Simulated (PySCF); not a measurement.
[Pb(CCH)3]− at several levels of theory

Computed with PySCF 2.14.0 (density fitting, no spin-orbit coupling) at the geometry relaxed with r2SCAN:

```xyz
10
[Pb(CCH)3]− (singlet)
Pb    0.5341   -1.5688    0.0000
C    -0.3195   -0.2124    1.6961
C    -0.8409    0.3377    2.6661
H    -1.2823    0.8593    3.4970
C    -0.3195   -0.2124   -1.6961
C    -0.8409    0.3377   -2.6661
H    -1.2823    0.8593   -3.4970
C     2.6125   -0.5068    0.0000
C     3.7844   -0.1297    0.0000
H     4.7936    0.2428    0.0000
```

```
 level                                              basis    state  HOMO (eV)  gap (eV)  charge on Pb1 (e)  dipole about the centre of mass (D)  largest force component (eV/Å)
r2SCAN     Pb def2-SVP with ECP60, C def2-SVP, H def2-SVP  singlet      -1.56      5.12               0.42                                 4.12                            0.09
  TPSS                                           the same  singlet      -1.34      4.86               0.36                                 4.13                            0.28
  PBE0                                           the same  singlet      -2.32      6.44               0.43                                 4.13                            0.42
 TPSSh                                           the same  singlet      -1.76      5.55               0.42                                 4.16                            0.12
r2SCAN  Pb def2-TZVP with ECP60, C def2-TZVP, H def2-TZVP  singlet      -1.80      5.07               0.68                                 4.16                            0.83
r2SCAN          Pb x2c-SVPall, C x2c-SVPall, H x2c-SVPall  singlet      -1.60      5.16               0.53                                 4.13                            0.82
```

Charges are Mulliken's, which hang on the basis. The relaxation used the grid (50, 194), these runs (75, 302) or, all-electron (x2c bases, spin-free X2C Hamiltonian), (99, 590).

Task: What does BLYP with Pb def2-SVP with ECP60, C def2-SVP, H def2-SVP give here?

Result: state singlet, HOMO (eV) -1.10, gap (eV) 4.64, charge on Pb1 (e) 0.21, dipole about the centre of mass (D) 4.09, largest force component (eV/Å) 0.41. Time: 8 s on 2 threads of Arm Neoverse V1, with other jobs on the host, from an already converged density.

In the first row's basis the gap widens with exact exchange: 4.6 to 5.1 eV for BLYP, TPSS, r2SCAN (none); 5.6 to 6.4 eV for TPSSh, PBE0 (a fixed share).

No frequency check is given that shows the relaxed geometry to be a minimum.
